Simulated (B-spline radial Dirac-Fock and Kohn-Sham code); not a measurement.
**Energy-loss ionisation edge O3 (5p3/2) of Au**

System: atomic gold in the configuration 1s2 2s2 2p6 3s2 3p6 3d10 4s2 4p6 4d10 4f14 5s2 5p6 5d10 6s1. Model: the first Born approximation with generalised oscillator strengths from a Dirac-Hartree-Slater potential (longitudinal and transverse terms; continuum final states only, so no white lines or fine structure). Program: a B-spline atomic structure program. The edge is taken at 60.67 eV (orbital energy of the model).

Input of the calculation (task.json; shells as n, l, electrons):

```json
{"items": [{
  "Z": 79,
  "q": 0,
  "cfg": [[1, 0, 2], [2, 0, 2], [2, 1, 6], [3, 0, 2], [3, 1, 6], [3, 2, 10], [4, 0, 2], [4, 1, 6], [4, 2, 10], [4, 3, 14], [5, 0, 2], [5, 1, 6], [5, 2, 10], [6, 0, 1]],
  "A": 197,
  "rrms": 5.4371,
  "do": "eels",
  "beams": [[60, 10], [60, 20], [60, 100], [80, 20], [80, 50], [100, 20], [100, 50], [100, 100], [120, 10], [120, 20], [200, 10], [200, 20], [300, 20], [300, 50]]
}]}
```

Command: `python xray2_run.py task.json out`

Generalised oscillator strength df/dE of the whole subshell in 10⁻³ per eV, against momentum transfer:

| q (1/a₀) | 20 eV above | 50 eV above | 65 eV above | 150 eV above |
| --- | --- | --- | --- | --- |
| 0.0400 | 12.9 | 4.59 | 3.28 | 1.46 |
| 0.0527 | 13.0 | 4.61 | 3.29 | 1.47 |
| 0.0695 | 13.0 | 4.65 | 3.31 | 1.47 |
| 0.0916 | 13.1 | 4.70 | 3.34 | 1.47 |
| 0.121 | 13.3 | 4.81 | 3.40 | 1.47 |
| 0.159 | 13.7 | 4.98 | 3.49 | 1.47 |
| 0.210 | 14.2 | 5.29 | 3.66 | 1.48 |
| 0.277 | 15.2 | 5.82 | 3.96 | 1.49 |
| 0.365 | 16.7 | 6.73 | 4.48 | 1.51 |
| 0.481 | 19.2 | 8.29 | 5.40 | 1.55 |
| 0.634 | 22.9 | 10.9 | 7.03 | 1.64 |
| 0.836 | 27.6 | 15.2 | 9.88 | 1.83 |
| 1.10 | 31.7 | 21.5 | 14.7 | 2.30 |
| 1.45 | 31.6 | 28.6 | 21.6 | 3.55 |
| 1.91 | 23.3 | 30.6 | 27.2 | 6.86 |
| 2.52 | 11.0 | 20.9 | 22.6 | 13.6 |
| 3.33 | 3.83 | 8.30 | 10.1 | 16.6 |
| 4.39 | 1.24 | 2.61 | 3.29 | 8.16 |
| 5.78 | 0.136 | 0.361 | 0.514 | 2.17 |
| 7.62 | 0.00449 | 0.00700 | 0.0107 | 0.129 |
| 10.0 | 0.00381 | 0.00740 | 0.00854 | 0.0142 |
| 13.2 | 0.00143 | 0.00273 | 0.00317 | 0.00512 |
| 17.5 | 0.000184 | 0.000533 | 0.000650 | 0.00115 |
| 23.0 | 2.93e-05 | 7.07e-05 | 8.61e-05 | 0.000157 |
| 30.3 | 9.45e-06 | 2.01e-05 | 2.42e-05 | 4.29e-05 |
| 40.0 | 2.42e-06 | 4.38e-06 | 5.13e-06 | 9.00e-06 |

As q goes to zero the values tend to the optical oscillator strength. At 150 eV above the edge the largest value on this grid is at q = 3.33 per a₀; a free electron at rest would take up the loss of 211 eV at q = 3.93 per a₀, where the Bethe ridge forms once the loss is well above the edge energy.
